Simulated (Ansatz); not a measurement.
Born–Oppenheimer molecular dynamics of ClFH4Sn (7 atoms, charge 0, multiplicity 1). It starts at the highest image of a converged band. Of that band: A vibrational analysis at the climbing image gives 2 clearly imaginary modes (359i, 144i cm⁻¹): a point of higher order. A lower path may pass nearby, or the ends, which weren't checked, may share the extra mode.

Theory: RKS PBE0-D4/def2-SVP (Ansatz).

```yaml
ensemble: NVE (velocity Verlet)
time_step: 0.5 fs
steps_asked: 160
starting_velocities_drawn_for: 300 K
seed: 9908
```

First frame:

```xyz
7
Properties=species:S:1:pos:R:3
Sn -0.231 0.000 -0.223
Cl -0.040 0.000 2.690
H 1.440 0.000 0.112
H -0.708 1.454 -0.976
H -0.708 -1.454 -0.976
F -1.988 0.000 0.964
H -1.339 0.000 1.983
```

Task: How far do the bonds stretch over the last three quarters of this one trajectory? (Pairs bonded in most of those frames.)

Result: 
| bond | mean (Å) | spread (Å) | shortest | longest |
| --- | --- | --- | --- | --- |
| Sn1–Cl2 | 2.619 | 0.210 | 2.23 | 2.89 |
| Sn1–H3 | 1.721 | 0.035 | 1.66 | 1.78 |
| Sn1–H4 | 1.702 | 0.018 | 1.67 | 1.73 |
| Sn1–H5 | 1.704 | 0.026 | 1.66 | 1.74 |
| F6–H7 | 0.996 | 0.078 | 0.86 | 1.16 |

Pairs bonded in part of these frames only: Sn1–F6 55 %, Cl2–H7 17 %, F6–H7 88 %.

Mean temperature of the second half: 993 K. The conserved energy stayed within 0.6 meV per atom of its start (net change 0.51 meV per atom), so the integration is sound. The kinetic energy rose, since the run started high on the potential surface and went downhill. It ends in pieces (ClH3Sn + FH), so much of that is their flight and rotation, not heat. A run of 0.08 ps of so small a system gives no equilibrium averages. The orbitals stay closed-shell, which can raise the energy where a bond breaks towards radicals; this wasn't checked here.

Run time: 8.7 min on 1 thread of Arm Neoverse V2 (shared host), peak memory 0.16 GiB.
